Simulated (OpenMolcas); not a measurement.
C II: effect of the basis set

```
Program             : OpenMolcas 26.06
Method              : RASSCF
Active space        : 3 electrons in 9 orbitals (RAS2 2s 2p; RAS3 3d, at most 2 electrons)
State averaging     : 2S+1 = 4 odd, 1 root; 2S+1 = 2 odd, 11 roots; 2S+1 = 4 even, 3 roots; 2S+1 = 2 even, 9 roots
Spin-orbit coupling : RASSI with atomic mean-field integrals over the reference wave functions, term energies averaged over their components
```

A. ANO-RCC-VTZP [4s3p2d1f], DKH2, point nucleus; cost about 21 core-seconds
B. ANO-R2 [4s4p2d1f], X2C, finite nucleus; cost about 25 core-seconds
C. ANO-RCC-VQZP [5s4p3d2f1g], DKH2, point nucleus; cost roughly 50 core-seconds
D. ANO-RCC [8s8p4d3f2g], DKH2, point nucleus; cost of the order of 40 core-seconds

Energies in cm⁻¹ above 2s² 2p ²P°_1/2, the measured ground level; measured values from NIST Handbook of Basic Atomic Spectroscopic Data.

| Level | A | B | C | D | Measured |
| --- | --- | --- | --- | --- | --- |
| 2s² 2p ²P°_1/2 | 0.0 | 0.0 | 0.0 | 0.0 | 0.0 |
| 2s² 2p ²P°_3/2 | 56.0 | 55.7 | 57.0 | 56.9 | 63.4 |
| 2s 2p² ⁴P_1/2 | 40908 | 40927 | 40873 | 40861 | 43003 |
| 2s 2p² ⁴P_3/2 | 40928 | 40948 | 40893 | 40882 | 43025 |
| 2s 2p² ⁴P_5/2 | 40962 | 40981 | 40928 | 40916 | 43054 |
| 2s 2p² ²D_3/2 | 76825 | 76846 | 76743 | 76740 | 74933 |
| 2s 2p² ²D_5/2 | 76826 | 76847 | 76743 | 76741 | 74930 |
| 2s 2p² ²S_1/2 | 103681 | 103617 | 103575 | 103566 | 96494 |
| 2s 2p² ²P_1/2 | 114202 | 114227 | 114071 | 114083 | 110624 |
| 2s 2p² ²P_3/2 | 114241 | 114266 | 114111 | 114123 | 110666 |
| 2p³ ⁴S°_3/2 | 141741 | 141806 | 141630 | 141643 | 142027 |
| 2p³ ²D°_3/2 | 152550 | 152639 | 152376 | 152390 | 150467 |
| 2p³ ²D°_5/2 | 152551 | 152640 | 152377 | 152391 | 150462 |
| 2p³ ²P°_1/2 | 178232 | 178252 | 178076 | 178086 | 168730 |
| 2p³ ²P°_3/2 | 178234 | 178254 | 178078 | 178088 | 168748 |

Deviations, from unrounded energies. A percentage is the sum of absolute deviations over the sum of measured energies, with the sign that they share, or ± where signs differ.

| Against measurement | Levels | A | B | C | D |
| --- | --- | --- | --- | --- | --- |
| mean absolute deviation (cm-1) | 14 | 3400 | 3400 | 3300 | 3400 |
| fine structure of the ground term (%) | 1 | -11.7 | -12.2 | -10.1 | -10.3 |
| other configurations (%) | 13 | ±3.5 | ±3.5 | ±3.4 | ±3.4 |

A, B, C, D lie about equally close to measurement. The largest miss of C in the table is 2p³ ²P°_1/2, by +9300 cm-1. The ranking rests on the paired levels alone, and a cruder setting can come out closer through cancelling errors.

Among A to D the level of the table that moves most is 2p³ ²D°_3/2, by 260 cm-1 (lowest in C, highest in B).

Without dynamic correlation excited terms often stand tens of per cent too high (terms of higher spin than the ground term too low), and those without a measured partner can miss by more than the paired ones. Active for correlation alone: 3d; no level in the range computed is led by a configuration that fills it, so any true level of that kind is missing. Computed and measured levels are paired by configuration, term and J; levels that our copy of the source lacks, or whose pairing is in doubt (as where it misses far off the trend of its configuration), stay unpaired and out of the deviations. Only configurations of the active space appear.

° marks odd parity.
